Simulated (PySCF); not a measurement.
C3H9Ge, SMILES C[C](C)[GeH3], doublet, CAM-B3LYP/def2-SVP optimised geometry.

```
13

C     -1.55    -1.52    -1.52
C     -0.22    -0.84    -1.54
C      0.51    -0.81    -2.84
Ge     0.44     0.13     0.00
H     -2.28    -0.97    -2.14
H     -1.48    -2.53    -1.94
H     -1.98    -1.60    -0.51
H     -0.03    -0.19    -3.59
H      1.53    -0.41    -2.76
H      0.58    -1.82    -3.28
H      1.98     0.13     0.00
H     -0.02     1.60     0.00
H     -0.08    -0.52     1.29
```

Density from unrestricted CAM-B3LYP/def2-TZVP in PySCF at that geometry.

Minimum of the electron density along straight lines between bonded atoms, close to the bond critical point (lines longer than 1.1 times the sum of covalent radii, or with two minima, are not listed):

| bond | length / Å | ρ at the minimum / e bohr⁻³ | ∇²ρ there / e bohr⁻⁵ | position (fraction from the first atom) |
|---|---|---|---|---|
| C1–C2 | 1.495 | 0.261 | -0.68 | 0.50 |
| C2–C3 | 1.495 | 0.261 | -0.68 | 0.50 |
| C2–Ge4 | 1.930 | 0.133 | 0.13 | 0.53 |
| C1–H5 | 1.108 | 0.266 | -0.88 | 0.64 |
| C1–H6 | 1.106 | 0.268 | -0.89 | 0.64 |
| C1–H7 | 1.100 | 0.274 | -0.93 | 0.64 |
| C3–H8 | 1.108 | 0.266 | -0.88 | 0.64 |
| C3–H9 | 1.100 | 0.274 | -0.93 | 0.64 |
| C3–H10 | 1.106 | 0.268 | -0.89 | 0.64 |
| Ge4–H11 | 1.539 | 0.133 | 0.06 | 0.59 |
| Ge4–H12 | 1.545 | 0.131 | 0.06 | 0.59 |
| Ge4–H13 | 1.539 | 0.133 | 0.06 | 0.59 |
